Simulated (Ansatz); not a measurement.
Ansatz (a first-principles code) input (PBE/6-31G*):

Ansatz 0.2 input:
```yaml
crystal:
  periodic: [false, false, false]
  atoms:
    - {symbol: C, position_ang: [-0.14691225, 1.56741891, 0.18575105]}
    - {symbol: C, position_ang: [-0.45847107, 0.07547141, 0.24834238]}
    - {symbol: C, position_ang: [-1.77110868, -0.26198331, -0.43541783]}
    - {symbol: O, position_ang: [0.54512750, -0.70627215, -0.39681411]}
    - {symbol: C, position_ang: [1.76934774, -0.78791294, 0.29703787]}
    - {symbol: H, position_ang: [0.78603706, 1.80988591, 0.69548422]}
    - {symbol: H, position_ang: [-0.94322050, 2.14075226, 0.66406923]}
    - {symbol: H, position_ang: [-0.06559667, 1.88904939, -0.85454629]}
    - {symbol: H, position_ang: [-0.51084391, -0.23386344, 1.30337260]}
    - {symbol: H, position_ang: [-1.72800112, 0.01854653, -1.48959199]}
    - {symbol: H, position_ang: [-1.96904045, -1.33210914, -0.37333467]}
    - {symbol: H, position_ang: [-2.59774779, 0.27537419, 0.03202247]}
    - {symbol: H, position_ang: [2.30212851, 0.16941842, 0.32279990]}
    - {symbol: H, position_ang: [2.38745702, -1.51387904, -0.22963869]}
    - {symbol: H, position_ang: [1.62067361, -1.13096219, 1.32959525]}
basis:
  gaussian:
    orbitals: 6-31G*
hamiltonian:
  xc: {name: PBE}
relax: {f_tol: 0.003, max_steps: 120}
```

From the last part of the output:

```
mean field: 0.26 GiB planned
mean field -6349.56991719 eV, -233.3423905635 hartree, gradient 2.5e-5 eV, S^2 0.000000; 0 other end points of the search recorded, 0 dependent functions left out
the calculation of the forces begins
reference -6349.56994096 eV, -233.3423914371 hartree; 21, 21 occupied and 74, 74 virtual orbitals, 1251 factors
relax step   3: F+E_penalty+E_count = -6349.56991719 eV  Δ(F+E_penalty+E_count) = -3.040e-3 eV  max|allowed force component| = 2.372e-2 eV/Å  Δτ_max = 0.0119 Å  (30 SCF iters, accepted)
these checks for a lower state are left out or cut short: starts, cluster_reference, orbital_swaps, neighbouring_geometries, increment
integrals: 0.05 GiB planned
1251 factors; their error is unknown
mean field: 0.26 GiB planned
mean field evaluation 32: about -6349.6583 eV, gradient 4.1e-1 eV
mean field -6349.56996243 eV, -233.3423922262 hartree, gradient 2.5e-5 eV, S^2 0.000000; 0 other end points of the search recorded, 0 dependent functions left out
the calculation of the forces begins
reference -6349.56998620 eV, -233.3423930997 hartree; 21, 21 occupied and 74, 74 virtual orbitals, 1251 factors
relax step   4: F+E_penalty+E_count = -6349.56996243 eV  Δ(F+E_penalty+E_count) = -4.524e-5 eV  max|allowed force component| = 8.458e-3 eV/Å  Δτ_max = 0.0052 Å  (30 SCF iters, accepted)
these checks for a lower state are left out or cut short: starts, cluster_reference, orbital_swaps, neighbouring_geometries, increment
integrals: 0.05 GiB planned
1251 factors; their error is unknown
mean field: 0.26 GiB planned
mean field -6349.56999953 eV, -233.3423935895 hartree, gradient 2.5e-5 eV, S^2 0.000000; 0 other end points of the search recorded, 0 dependent functions left out
the calculation of the forces begins
reference -6349.57002329 eV, -233.3423944628 hartree; 21, 21 occupied and 74, 74 virtual orbitals, 1251 factors
relax step   5: F+E_penalty+E_count = -6349.56999953 eV  Δ(F+E_penalty+E_count) = -3.710e-5 eV  max|allowed force component| = 7.519e-3 eV/Å  Δτ_max = 0.0096 Å  (30 SCF iters, accepted)
these checks for a lower state are left out or cut short: starts, cluster_reference, orbital_swaps, neighbouring_geometries, increment
integrals: 0.05 GiB planned
1251 factors; their error is unknown
mean field: 0.26 GiB planned
mean field -6349.57002456 eV, -233.3423945096 hartree, gradient 2.5e-5 eV, S^2 0.000000; 0 other end points of the search recorded, 0 dependent functions left out
the calculation of the forces begins
reference -6349.57004832 eV, -233.3423953826 hartree; 21, 21 occupied and 74, 74 virtual orbitals, 1251 factors
relax step   6: F+E_penalty+E_count = -6349.57002456 eV  Δ(F+E_penalty+E_count) = -2.504e-5 eV  max|allowed force component| = 8.261e-3 eV/Å  Δτ_max = 0.0123 Å  (29 SCF iters, accepted)
these checks for a lower state are left out or cut short: starts, cluster_reference, orbital_swaps, neighbouring_geometries, increment
integrals: 0.05 GiB planned
1251 factors; their error is unknown
mean field: 0.26 GiB planned
mean field -6349.57003193 eV, -233.3423947804 hartree, gradient 2.5e-5 eV, S^2 0.000000; 0 other end points of the search recorded, 0 dependent functions left out
the calculation of the forces begins
reference -6349.57005568 eV, -233.3423956533 hartree; 21, 21 occupied and 74, 74 virtual orbitals, 1251 factors
relax step   7: F+E_penalty+E_count = -6349.57003193 eV  Δ(F+E_penalty+E_count) = -7.369e-6 eV  max|allowed force component| = 4.072e-3 eV/Å  Δτ_max = 0.0068 Å  (30 SCF iters, accepted)
these checks for a lower state are left out or cut short: starts, cluster_reference, orbital_swaps, neighbouring_geometries, increment
integrals: 0.05 GiB planned
1251 factors; their error is unknown
mean field: 0.26 GiB planned
mean field evaluation 64: about -6349.5700 eV, gradient 2.7e-5 eV
mean field -6349.57003237 eV, -233.3423947966 hartree, gradient 2.7e-5 eV, S^2 0.000000; 0 other end points of the search recorded, 0 dependent functions left out
the calculation of the forces begins
reference -6349.57005612 eV, -233.3423956694 hartree; 21, 21 occupied and 74, 74 virtual orbitals, 1251 factors
relax step   8: F+E_penalty+E_count = -6349.57003237 eV  Δ(F+E_penalty+E_count) = -4.402e-7 eV  max|allowed force component| = 2.656e-3 eV/Å  Δτ_max = 0.0015 Å  (20 SCF iters, accepted)
integrals: 0.05 GiB planned
1251 factors; their error is unknown
mean field: 0.26 GiB planned
mean field -6349.57003237 eV, -233.3423947966 hartree, gradient 2.7e-5 eV, S^2 0.000000; 1 other end points of the search recorded, 0 dependent functions left out
the calculation of the forces begins
reference -6349.57005612 eV, -233.3423956694 hartree; 21, 21 occupied and 74, 74 virtual orbitals, 1251 factors
Total energy: -6349.57005612 eV, -233.3423956694 hartree
Atom 0 at    -0.147060     1.581568     0.177687 Å, force    -0.001651     0.000686     0.000740 eV/Å
Atom 1 at    -0.454047     0.079710     0.246745 Å, force     0.000450     0.001035    -0.000663 eV/Å
Atom 2 at    -1.775903    -0.267680    -0.435006 Å, force    -0.000515     0.000833     0.000514 eV/Å
Atom 3 at     0.549672    -0.705921    -0.412550 Å, force     0.002526    -0.002656    -0.000631 eV/Å
Atom 4 at     1.767653    -0.796977     0.303353 Å, force     0.000428    -0.000295    -0.000291 eV/Å
Atom 5 at     0.808919     1.830515     0.668558 Å, force    -0.000562    -0.000250    -0.000031 eV/Å
Atom 6 at    -0.939320     2.162945     0.680278 Å, force     0.000049     0.000667     0.000087 eV/Å
Atom 7 at    -0.090191     1.908233    -0.875164 Å, force    -0.000098    -0.000468     0.000272 eV/Å
Atom 8 at    -0.502237    -0.229784     1.316437 Å, force    -0.000467     0.000411    -0.000130 eV/Å
Atom 9 at    -1.738304     0.013696    -1.501574 Å, force     0.000328     0.000057     0.000310 eV/Å
Atom 10 at    -1.969412    -1.350747    -0.371281 Å, force     0.000180     0.000178     0.000153 eV/Å
Atom 11 at    -2.614128     0.270949     0.037929 Å, force    -0.000282    -0.000066    -0.000107 eV/Å
Atom 12 at     2.305444     0.171534     0.375846 Å, force    -0.000212    -0.000385    -0.000143 eV/Å
Atom 13 at     2.406329    -1.506548    -0.247017 Å, force    -0.000020     0.000096     0.000098 eV/Å
Atom 14 at     1.612415    -1.182558     1.334891 Å, force    -0.000153     0.000157    -0.000179 eV/Å
Dipole moment:     0.024121     0.111255     0.197298 e Å
```
